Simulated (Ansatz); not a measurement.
Total energies of Al9Sb8Cl3 from Ansatz at PBE0-D4/def2-SVP, gas phase (1 Eh = 27.2114 eV = 2625.5 kJ/mol). The reference geometry is relaxed at PBE-D4/def2-SVP.

```xyz
20

Sb    4.027    3.005   -0.814
Sb    0.890    3.344   -0.689
Sb   -1.183   -4.307   -0.001
Sb   -2.246   -0.253   -1.018
Sb    2.231   -1.086    0.273
Sb    1.883    1.894    3.730
Sb   -1.530   -1.087    3.525
Sb   -2.396    3.382    1.333
Al    2.525    0.973   -1.507
Al    0.107   -2.055   -0.969
Al    0.062    0.816   -0.153
Al    2.755    2.262    1.306
Al    0.041    2.729    1.939
Al   -2.240   -2.889   -1.980
Al   -1.895   -2.044    1.110
Al   -2.043    0.838    1.714
Al    0.642   -0.052    2.304
Cl    2.335    0.260   -3.516
Cl   -0.163   -2.486   -3.221
Cl   -3.803   -3.247   -3.367
```

| state | geometry | energy (Eh) |
| --- | --- | --- |
| charge 0 singlet | reference | -5482.95062 |
| charge 1 doublet | reference | -5482.72523 |
| charge 1 doublet | relaxed at PBE-D4/def2-SVP | -5482.73508 |
| charge -1 doublet | reference | -5483.03956 |
| free Sb atom (quartet) | – | -240.21816 |
| free Al atom (doublet) | – | -242.16443 |
| free Cl atom (doublet) | – | -459.83853 |

In the def2 sets Sb takes a core potential; there is no spin–orbit coupling. Single mean-field runs in def2-SVP are fitted with def2-universal-jkfit.

Problem. Work out the vertical ionisation energy to the doublet.

Solution. E(charge 1 doublet) − E(charge 0 singlet) = -5482.72523 − (-5482.95062) = 0.22539 Eh = 6.13 eV. For comparison, −ε of the highest occupied level is 5.20 eV at this level, 0.93 eV less.

Problem. Work out the vertical electron affinity, to the doublet.

Solution. E(charge 0 singlet) − E(charge -1 doublet) = -5482.95062 − (-5483.03956) = 0.08894 Eh = 2.42 eV. The basis lacks diffuse functions, which makes affinities too small.

Problem. Give the fundamental gap IE − EA, the Mulliken electronegativity (IE + EA)/2 and the hardness (IE − EA)/2.

Solution. From the values in Eh: IE − EA = 0.22539 − 0.08894 = 0.13645 Eh = 3.71 eV; (IE + EA)/2 = 4.28 eV; (IE − EA)/2 = 1.86 eV. The HOMO–LUMO gap of the same run is 1.86 eV, 1.85 eV smaller than the fundamental gap.

Problem. How much does the charge 1 doublet relax, and what is the adiabatic ionisation energy?

Solution. Relaxation: -5482.72523 − (-5482.73508) = 0.00985 Eh = 0.27 eV. Adiabatic ionisation energy: 0.21554 Eh = 5.87 eV, without zero-point energy. 

Problem. What is the binding energy per atom against free atoms?

Solution. Atoms: 8 × (-240.21816) + 9 × (-242.16443) + 3 × (-459.83853) = -5480.74074 Eh. Binding: -5480.74074 − (-5482.95062) = 2.20988 Eh = 60.13 eV, or 3.01 eV for each of 20 atoms (no zero-point energy, no counterpoise term).

The restricted singlet is unstable towards broken spin symmetry in Hartree–Fock (as tested in another run); at PBE0-D4/def2-SVP this wasn't settled.
